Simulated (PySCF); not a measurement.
A PySCF script (with the pyscf-properties extension) for the NMR shieldings of `CBc1cccc(SC)c1`, C₈H₁₁BS, on a GFN2-xTB geometry:

```python
import basis_set_exchange as bse
import numpy as np
from pyscf import gto, dft
from pyscf.prop import nmr

atoms = """
C    -3.832710    0.626317    0.035116
B    -2.477384    0.706000    0.827689
C    -1.130139    0.188028    0.246494
C    -1.051118   -0.624652   -0.893432
C     0.163685   -1.068214   -1.375462
C     1.348428   -0.707510   -0.752887
C     1.301566    0.099333    0.374725
S     2.732256    0.636104    1.269283
C     4.124784   -0.092700    0.358992
C     0.073881    0.528095    0.866145
H    -3.730786    0.497983   -1.039448
H    -4.463784    1.495697    0.210435
H    -4.398927   -0.229670    0.407606
H    -2.479766    1.156088    1.911780
H    -1.957968   -0.920994   -1.398478
H     0.202077   -1.700709   -2.251442
H     2.285635   -1.061679   -1.152571
H     4.056796   -1.176580    0.378482
H     4.142880    0.285365   -0.659206
H     5.016801    0.229824    0.886889
H     0.064875    1.150815    1.748818
"""
names = dict.fromkeys(["C", "B", "S", "H"], "pcSseg-1")
basis = {el: gto.basis.parse(bse.get_basis(n, elements=[el], fmt="nwchem")) for el, n in names.items()}
mol = gto.M(atom=atoms, basis=basis, charge=0, verbose=0)
mf = dft.RKS(mol, xc="PBE0")
mf.grids.level = 2
mf.grids.alignment = dft.numint.BLKSIZE   # the property module wants whole blocks of grid points
mf.conv_tol = 1e-9
mf.kernel()

calc = nmr.RKS(mf)   # GIAO
C = mf.mo_coeff
Co = C[:, mf.mo_occ > 0]
resp = mf.gen_response(singlet=True, hermi=2)
def vind(x):   # induced exchange potential for any number of trial vectors
    d = np.einsum("pi,xij,qj->xpq", C, 2 * x.reshape(-1, C.shape[1], Co.shape[1]), Co, optimize=True)
    return np.einsum("xpq,pi,qj->xij", resp(d - d.transpose(0, 2, 1)), C, Co, optimize=True).ravel()
mo1, _ = nmr.rhf.solve_mo1(calc, with_cphf=vind)
sigma = calc.kernel(mo1)
for i, s in enumerate(sigma):   # ppm
    w = np.linalg.eigvalsh((s + s.T) / 2)
    print("%2d %-2s iso %8.1f  s11 %8.1f  s22 %8.1f  s33 %8.1f" % (i, mol.atom_pure_symbol(i), w.mean(), *w))
```

Q: What are the results?

A: 
```
 0 C  iso    175.5  s11    150.7  s22    183.3  s33    192.6
 1 B  iso     22.2  s11    -44.9  s22     -1.6  s33    113.0
 2 C  iso     39.8  s11    -45.8  s22    -29.3  s33    194.4
 3 C  iso     51.5  s11    -55.4  s22     32.3  s33    177.4
 4 C  iso     53.1  s11    -58.9  s22     43.4  s33    174.8
 5 C  iso     56.5  s11    -51.0  s22     41.4  s33    178.9
 6 C  iso     39.1  s11    -49.5  s22     14.3  s33    152.4
 7 S  iso    489.7  s11    348.0  s22    399.7  s33    721.4
 8 C  iso    168.5  s11    160.2  s22    162.6  s33    182.7
 9 C  iso     42.2  s11    -55.6  s22     28.5  s33    153.8
10 H  iso     30.1  s11     25.3  s22     30.7  s33     34.4
11 H  iso     30.2  s11     26.3  s22     28.2  s33     36.2
12 H  iso     30.9  s11     26.6  s22     29.2  s33     36.9
13 H  iso     24.1  s11     19.1  s22     24.7  s33     28.6
14 H  iso     23.8  s11     19.6  s22     23.0  s33     28.7
15 H  iso     24.0  s11     20.2  s22     24.3  s33     27.6
16 H  iso     24.5  s11     19.7  s22     22.9  s33     31.0
17 H  iso     29.2  s11     24.7  s22     26.6  s33     36.4
18 H  iso     29.3  s11     24.7  s22     26.7  s33     36.4
19 H  iso     29.4  s11     24.0  s22     26.7  s33     37.4
20 H  iso     23.8  s11     19.1  s22     22.1  s33     30.2
```

These numbers come from an equivalent density-fitted implementation of the same equations, which agrees with the script to about 0.01 ppm for H and up to a few tenths of a ppm for heavy atoms, so last digits may differ.

Size and cost of the density-fitted run: 232 basis functions, 77 s wall time on 1 thread of an Intel Xeon, shared host; peak memory 1.1 GiB.
